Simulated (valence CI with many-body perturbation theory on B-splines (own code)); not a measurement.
# Questions on Kr21+

Method: configuration interaction combined with many-body perturbation theory (CI+MBPT): five valence electrons over a frozen Dirac-Fock core [Ne], a basis of 11 s, 11 p, 10 d, 8 f, 5 g, 2 h functions for each j, with the one-electron correlation potential Σ1, the two-electron term Σ2, the three-electron term Σ3, Breit, model QED; selected CI, second order for the rest, scaled by the run's own slope (own B-spline code, finite nucleus).

No measured spectrum was set against this ion. As an estimate, levels of excited configurations hold to 0.05 to 0.15 % of their energy, terms of the ground configuration to about 0.5 %. Among the levels kept, up to 3300 cm⁻¹ of a level comes from second order outside the variational space, and about a tenth of that is noise between levels of different J, which matters for small intervals.

Names give the largest LS component (configuration and term), which can be under half, so a name can repeat, a term be missing and a line seem to break the LS rules; names also repeat where a configuration has a term twice.

Rates and lifetimes use the calculated energies. Strong lines usually hold to 10 to 20 %, long lifetimes can be off by a factor of two.

**Question.** What is the ground level?

**Answer.** 3s2 3p3 4S°_3/2, composition 67 % 3s2 3p3 4S° + 21 % 3s2 3p3 2P° + 9 % 3s2 3p3 2D°, g = 1.744.

**Question.** What is the ionisation energy?

**Answer.** 936.88 eV; NIST lists 945 ± 3 eV (semi-empirical).

**Question.** Name the longest-lived excited levels whose lifetime is computed, and their main decay.

**Answer.** 3s2 3p3 2D°_5/2 at 107220 cm⁻¹ lives 727 μs, mostly by M1 to 3s2 3p3 4S°_3/2; 3s2 3p3 2D°_3/2 at 78297 cm⁻¹ lives 130 μs, mostly by M1 to 3s2 3p3 4S°_3/2; 3s2 3p2 3d 2G_9/2 at 920940 cm⁻¹ lives 69.2 μs, mostly by M1 to 3s2 3p2 3d 4F_9/2. The lifetime of 3s2 3p2 3d 4F_9/2 is too uncertain to give, and may be longer.

**Question.** Where does the other parity begin?

**Answer.** At 3s 3p4 4P_5/2, 514180 cm⁻¹.

**Question.** Among levels below 1923000 cm⁻¹, which E1 lines absorb most strongly from the ground level?

**Answer.** to 3s2 3p2 3d 4P_5/2 at 11.16 nm, f = 0.365; to 3s2 3p2 3d 4P_3/2 at 11.00 nm, f = 0.214; to 3s2 3p2 3d 4P_1/2 at 10.93 nm, f = 0.143.

**Question.** How well does LS coupling describe the low levels?

**Answer.** Among the lowest 20 levels the leading LS term, summed over configurations, holds 73 % on average. For single configurations the figures are 66 % in LS and 65 % in jj coupling. Terms mix most in the J = 3/2 level at 714330 cm⁻¹, where the leading one holds 34 %.
